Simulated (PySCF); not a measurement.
CH8FNOSi2, SMILES F[Si@@H](O[SiH2]C)N. Heavy atoms are numbered as in [CH3:1][SiH2:2][O:3][Si@@H:4]([NH2:5])[F:6]. Hydrogens are named by the atom that carries them.

Coordinates come from a PBE-D3(BJ)/def2-SVP optimisation. The structure was generated by enumeration; whether it is a known compound was not checked. Other conformers were not sampled.

All values below come from r2SCAN/def2-TZVP in PySCF.

ESP charges are fitted to the potential on shells at 1.4 to 2.0 van der Waals radii. Atomic charges (e), one atom of each kind:

| atom | ESP fit | Mulliken | Löwdin |
|---|---|---|---|
| C1 (CH3) | -0.77 | -0.48 | -0.47 |
| Si2 (SiH2) | 0.71 | 0.44 | 0.20 |
| O3 | -0.48 | -0.45 | -0.02 |
| Si4 (SiH) | 0.82 | 0.75 | -0.03 |
| N5 (NH2) | -0.99 | -0.64 | -0.26 |
| F6 | -0.28 | -0.34 | -0.02 |
| H on C1 | 0.22 | 0.14 | 0.14 |
| H on Si2 | -0.14 | -0.06 | -0.05 |
| H on Si4 | -0.13 | -0.06 | -0.05 |
| H on N5 | 0.39 | 0.25 | 0.17 |

Task: Give the Mayer and Wiberg (Löwdin basis) orders of the bonds. (The exact figures need the calculation; the answer reports its results.)

Result: 
| bond | Mayer | Wiberg |
|---|---|---|
| C1–Si2 | 1.00 | 1.25 |
| Si2–O3 | 1.06 | 1.46 |
| O3–Si4 | 1.18 | 1.58 |
| Si4–N5 | 1.15 | 1.52 |
| Si4–F6 | 1.07 | 1.65 |
